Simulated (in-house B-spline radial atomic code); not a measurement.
A fraction x of an electron is added to 4p in Ge, starting from [Ar] 3d10 4s2 4p2 and keeping the highest spin. All numbers are computed (scalar-relativistic (X2C) wB97X, spin-polarised, spherical fractional occupations; Fermi nucleus of rms radius 4.0742 fm) with an all-electron radial atomic-structure program (B-spline basis), not measured.

Caution: exact exchange at fractional occupations of open shells leaves self-interaction of up to several eV.

```
  x  E(x) - E(0) (eV)  4p up level (eV)
  0            0.0000            -5.348
0.1           -0.5117            -4.888
0.2           -0.9779            -4.438
0.3           -1.3996            -3.998
0.4           -1.7779            -3.569
0.5                 ?                 ?
0.6           -2.4084            -2.744
0.7                 ?                 ?
0.8           -2.8786            -1.967
```

(1) What belongs in the row x = 0.5?

(2) What belongs in the row x = 0.7?

(3) Check Janak's theorem between x = 0.1 and 0.2.

Results:

(1) An energy change of -2.1137 eV; 4p up at -3.151 eV.

(2) An energy change of -2.6629 eV; 4p up at -2.349 eV.

(3) The slope of the energy is -4.66 eV; the orbital levels give -4.66 eV (ε of the filling orbital, averaged over the two points).
